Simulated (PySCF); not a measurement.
**B⁻ (boron, charge -1): LDA calculation**

Configuration: [He] 2s2 2p2, high-spin 3P determinant. Calculation: PySCF 2.14, in x2c-TZVPPall with one added diffuse shell each of s, p, d type (6s4p3d1f, 40 functions); scalar relativity by spin-free X2C-1e.

```json
{"Total energy": "-24.3868 hartree", "One-electron energy": "-33.5988 hartree", "Hartree (Coulomb) energy": "12.9239 hartree", "Exchange-correlation energy": "-3.7120 hartree", "⟨S²⟩": "2.0027", "⟨L²⟩": "2.004", "Sum of ⟨r⟩": "11.65 bohr", "Sum of ⟨r²⟩": "44.70 bohr²", "Traceless quadrupole moment −½Σ⟨3z² − r²⟩ along its main axis": "6.54 e·bohr²", "Langevin diamagnetic susceptibility": "-35.4 ×10⁻⁶ cm³/mol"}
```

```csv
shell,electrons,mean orbital energy (eV),"rms radius, mean of both spins (bohr)"
1s α,1,-171.31,0.387
1s β,1,-170.91,0.387
2s α,1,-3.373,2.35
2s β,1,-1.931,2.35
2p α,2,1.837,4.08
```

At LDA the highest occupied level has a positive energy, so only the finite basis holds that electron; in a semilocal or global hybrid functional this comes from self-interaction and does not mean that the real anion is unbound.
